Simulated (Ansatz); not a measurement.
**The atomisation energy (no zero-point term) down a group: O to Se**

All atoms of one element are swapped for its congeners: Si(CH3)2(OH)2; Si(CH3)2(SH)2; Si(CH3)2(SeH)2. All are singlets with charge 0.

Shapes, held fixed at every level: PBE0-D4/def2-TZVP. Flexible molecules stand in one conformer, not always the lowest. Programs: Ansatz 0.2.0. Values in eV.

```tsv
level	Si(CH3)2(OH)2	Si(CH3)2(SeH)2
r2SCAN-D4/def2-TZVPP	52.91	46.51
B3LYP-D4/def2-TZVPP	52.69	46.21
wB97M-V/def2-TZVPP	52.99	46.27
B2PLYP/def2-TZVPP	52.27	45.60
CCSD/def2-TZVPP	50.99	44.60
CCSD(T)/def2-TZVPP	51.64	45.24
```

Task: Estimate the column for Si(CH3)2(SH)2 from its neighbours.

Result: The mean of the neighbours at CCSD(T)/def2-TZVPP is 48.44 eV, against 46.63 from the run: the member lies nearer Se. All rows: r2SCAN-D4/def2-TZVPP 48.05; B3LYP-D4/def2-TZVPP 47.73; wB97M-V/def2-TZVPP 48.13; B2PLYP/def2-TZVPP 47.12; CCSD/def2-TZVPP 46.00; CCSD(T)/def2-TZVPP 46.63 eV. At CCSD(T)/def2-TZVPP the atomisation energy falls at every step, from 51.64 to 45.24 eV. Every level shows the same order. Relativity is left out for Se. Outer-core shells of Se are correlated in most correlated rows, in sets that cover them unevenly. Spin-orbit coupling, which grows down the group, is left out (summed over each molecule's free atoms 0.05, 0.07, 0.26 eV). Coupled cluster in double- or triple-zeta sets underbinds by a few per cent against its basis-set limit. CCSD also lacks the triples, which bind further.
